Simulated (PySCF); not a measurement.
**Orbital picture of NaI⁻**

M06-2X at R = 2.962 Å; Na aug-cc-pVDZ, I aug-cc-pVDZ-PP with ECP28; scalar-relativistic core potentials (PySCF 2.14). State: ²Σ⁺ (doublet), unpaired electrons σ ↑. Only the outer orbitals are listed, counted within each symmetry, core potentials removing the inner ones.

```tsv
spin	orbital	occ.	ε (eV)	on Na (%)	main shells (%)
α	3π	1	-31.06	100	100 Na p
α	3π	1	-31.06	100	100 Na p
α	6σ	1	-31.05	100	100 Na p
α	7σ	1	-15.22	1	99 I s
α	8σ	1	-3.95	8	92 I p
α	4π	1	-3.49	1	99 I p
α	4π	1	-3.49	1	99 I p
α	9σ	1	-0.10	98	79 Na s, 19 Na p
α	10σ	0	1.80	92	92 Na p, 14 I s
α	5π	0	1.86	100	99 Na p
α	5π	0	1.86	100	99 Na p
β	3π	1	-31.07	100	100 Na p
β	3π	1	-31.07	100	100 Na p
β	6σ	1	-31.03	100	100 Na p
β	7σ	1	-15.13	1	99 I s
β	8σ	1	-3.83	4	95 I p
β	4π	1	-3.46	2	98 I p
β	4π	1	-3.46	2	98 I p
β	9σ	0	0.10	88	55 Na p, 32 Na s
β	5π	0	1.41	98	69 Na p, 29 Na d
β	5π	0	1.41	98	69 Na p, 29 Na d
```

**Question.** Which are the highest filled and the lowest empty level, where do they sit, and how wide is the gap?

**Answer.** Highest filled α 9σ at -0.10 eV (in %: 79 Na s, 19 Na p); lowest empty β 9σ at 0.10 eV (in %: 55 Na p, 32 Na s); the gap at M06-2X is 0.20 eV. An empty level above zero is unbound, and its energy depends on the basis.

The bond order (Mayer) is 0.30. The ⟨S²⟩ is 0.751 and the charge on Na (Mulliken, basis-dependent) is -0.18. The charge on Na (Löwdin, basis-dependent) is -0.42. The dipole moment (positive dipole points towards I; it is taken about the centre of mass and depends on that origin) is 6.07 D.

Spin–orbit coupling is left out. The state was picked by a PBE0 search and need not be the measured ground state.
